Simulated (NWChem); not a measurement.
C2H2BrF; SMILES C(F)(=C)Br

All runs: NWChem. Structure relaxed at the B3LYP/6-31G* (spherical d) level.

Diagonal of the polarisability tensor at PBE/def2-SVPD, static: 50.33, 63.07, 36.32 bohr³.

Q: Find the mean polarisability volume, the molar refraction, and the refractive index that an ideal gas of it would have at 273.15 K and 1 atm.

A: 
1. Mean: one third of the trace = 49.91 bohr³ × 0.14818 Å³/bohr³ = 7.40 Å³.
2. Molar refraction (Lorentz-Lorenz): (4π/3) N_A α = 18.7 cm³/mol.
3. Number density p/kT = 2.687 × 10⁻⁵ Å⁻³; n − 1 = 2π N α = 12.48 × 10⁻⁴.
4. These hold the electronic response alone: vibrational and orientational terms add to the static dielectric constant.
